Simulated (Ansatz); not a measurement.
Consider the redistribution: `C[Si](F)(F)C=O` + `N[SiH](O)S[SiH3]` → `O=C[Si](F)(F)[SiH3]` + `CS[SiH](N)O`.

Gas-phase electronic energies from Ansatz, PBE0-D4/def2-TZVP geometries. CCSD(T)/CBS adds triple-zeta CCSD(T) − MP2 to the extrapolated MP2 energy (def2 sets, frozen cores). Each species was taken in one conformer, which may not be the lowest.

```
              species  CCSD(T)/def2-TZVPP energy (Eh)
     `C[Si](F)(F)C=O`                      -642.27976
   `N[SiH](O)S[SiH3]`                     -1109.99755
`O=C[Si](F)(F)[SiH3]`                      -893.26897
        `CS[SiH](N)O`                      -858.95365
```

Work out ΔE.

ΔE = (-893.26897) + (-858.95365) − (-642.27976) − (-1109.99755) = 0.05469 Eh = +143.6 kJ/mol. CCSD(T)/CBS gives +144.0 kJ/mol.

Largest T1 diagnostic among the species: 0.014.

From PBE to PBE0 (25 % exact exchange), in def2-TZVPP and without D4, ΔE moves by +9.1 kJ/mol.
